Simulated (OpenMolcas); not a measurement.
Tc4+: moving or changing the point charges

Tc4+ among 5 point charges of -2 e arranged as a trigonal bipyramid (D3h), 1.79 Å from the ion, with the axial distance 1.933 Å.

| Property | Result |
| --- | --- |
| Program | OpenMolcas 26.06 |
| Method | CASSCF |
| Basis | ANO-RCC-VTZP [7s6p4d2f1g] |
| Scalar Hamiltonian | DKH2, point nucleus |
| Active space | 3 electrons in 5 orbitals (4d) |
| State averaging | 2S+1 = 4 even, 10 roots; 2S+1 = 2 even, 40 roots |
| Spin-orbit coupling | state interaction with AMFI integrals over the reference wave functions |

Runs around this geometry, states (labels of D3, the rotations of D3h). Energies in cm-1 above the lowest state or level, χT in cm3 K/mol.

```csv
R (Å),q (e),Axial / equatorial distance,Ground state,First state of that spin,First gap with spin-orbit (degeneracies),χT at 300 K,First state of another spin
1.79,-1,1.08,4E,4E 3919,"503.7 (2, 2)",0.456,2E 15824
1.79,-2,1.08,4E,4E 6554,"564.7 (2, 2)",0.524,2E 15227
1.93,-2,1.08,4E,4E 4950,"541.2 (2, 2)",0.488,2E 15772
1.79,-2,1.17,4E,4E 6917,"547.7 (2, 2)",0.516,2E 13765
```

Taking the first state of the same spin as R^-n, n = -ln(4950 / 6554) / ln(1.93 / 1.79) = 3.7 between the shortest and longest distance.

Scaling the charges by -1 / -2 = 0.50 scales the first state of the same spin by 3919 / 6554 = 0.60; with fixed orbitals a first-order splitting would follow the charge.

An orbital doublet at a regular site is open to a Jahn-Teller distortion, which this geometry leaves out. Without dynamic correlation the repulsion within the d shell is too large (B by tens of per cent), so at a given field states of lower spin stand too high. This is an electrostatic model: the charges have no orbitals. An unlabelled pair can be two single states that coincide in this model. No measured value stands beside these numbers.
